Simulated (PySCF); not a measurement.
**Question.** What does the PBE0-D3(BJ)/def2-SVP structure of InChI=1S/C6H10OSi/c1-6(7)4-2-3-5-8/h2-5H,1,8H3/b4-2+,5-3+ look like in three dimensions?

**Answer.** 
```xyz
18
C6H10OSi angstrom
C      3.9414    0.2067    0.3759
C      2.6547   -0.5414    0.1387
O      2.6347   -1.7386   -0.0541
C      1.4092    0.2692    0.1549
C      0.2076   -0.3094   -0.0361
C     -1.0557    0.3961   -0.0356
C     -2.2510   -0.2015   -0.2244
Si    -3.8856    0.7023   -0.2188
H      4.7896   -0.4873    0.3393
H      4.0697    0.9943   -0.3841
H      3.9128    0.7103    1.3558
H      1.4887    1.3481    0.3268
H      0.1980   -1.3936   -0.2026
H     -1.0079    1.4804    0.1303
H     -2.2482   -1.2881   -0.3874
H     -4.7608    0.2034    0.8870
H     -3.6327    2.1628   -0.0292
H     -4.6129    0.4852   -1.5075
```

Any rigid rotation of these coordinates is as good. Atoms count from 1 in this order. The 5 C–C bonds span 1.347 Å (C4=C5, drawn double) to 1.507 Å (C1–C2, drawn single), a spread of 0.160 Å. Si8 (SiH3 silicon) is tetrahedral (angles from 107.7° to 110.7°). The 8 heavy atoms lie in one plane (0.005 Å rms). Of the pairs four or more bonds apart, O3···H13 is among the closest relative to their van der Waals radii: 2.47 Å, 91 % of the sum of Bondi's values.

Bonds between heavy atoms (Å): C1–C2 1.507, C2=O3 1.213, C2–C4 1.486, C4=C5 1.347, C5–C6 1.447, C6=C7 1.350, C7–Si8 1.868.

The calculation used PySCF, PBE0-D3(BJ)/def2-SVP geometry optimisation, gas phase.

Point group: near Cs, missed by 0.11 Å at most; the miss may be what the optimiser left on a soft mode. Stationary, but not proved a minimum. One conformer, not necessarily the lowest (C1–C2–C4–C5 -179°, C4–C5–C6–C7 180°).

On one thread, Arm Neoverse V1 (aarch64), shared host with 32 logical CPUs at a one-minute load of 11, this took 71 s of wall time and 0.78 GiB of memory at its peak. This is the geometry optimisation.
